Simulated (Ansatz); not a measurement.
Stepwise reaction of `[CH3][Mo]([CH3])(=[O])=[S]` with ammonia, as a gas-phase model of exchange steps in deposition or etching. ΔE in kJ/mol; ΔG adds harmonic PBE0-D4 terms to CCSD(T)/CBS, at 1 bar.

Program: Ansatz. Geometries: PBE0-D4/def2-TZVP. ΔE: electronic, gas phase. CCSD(T)/CBS adds triple-zeta CCSD(T) − MP2 to the extrapolated MP2 energy (def2 sets, frozen cores). This one scheme is used for every species. DFT in def2-TZVPP. B3LYP here is the variant with VWN-RPA as its local correlation; programs differ in this. Elements past krypton have def2 core potentials. For Mo outer-core shells are correlated without core-valence functions, which leaves a few kJ/mol of doubt a bond. One conformer a species, not always the lowest.

```csv
step,reaction,PBE-D4,B3LYP-D4,ωB97M-V,CCSD(T)/CBS,ΔG(400 K)
1,`[CH3][Mo]([CH3])(=[O])=[S]` + NH₃ → `[CH3][Mo]([NH2])(=[O])=[S]` + CH₄,-104.0,-108.2,-104.6,-102.5,-90.8
2,`[CH3][Mo]([NH2])(=[O])=[S]` + NH₃ → `[NH2][Mo]([NH2])(=[O])=[S]` + CH₄,-74.0,-75.6,-67.8,-63.7,-62.5
```

**Question.** By hand: ΔE of the 2 steps together at CCSD(T)/CBS.

**Answer.** (-102.5) + (-63.7) = -166.2 kJ/mol, or -83.1 kJ/mol a step.

In ΔE each step is higher than the one before. All are downhill at CCSD(T)/CBS. ΔG lies between -90.8 and -62.5 kJ/mol a step. PBE-D4 differs from CCSD(T)/CBS by -10.3 to -1.5 kJ/mol a step. Only this route is followed, and other bonds may react first. Isolated molecules leave out the surface, adducts and barriers. Largest T1 diagnostic: 0.026.
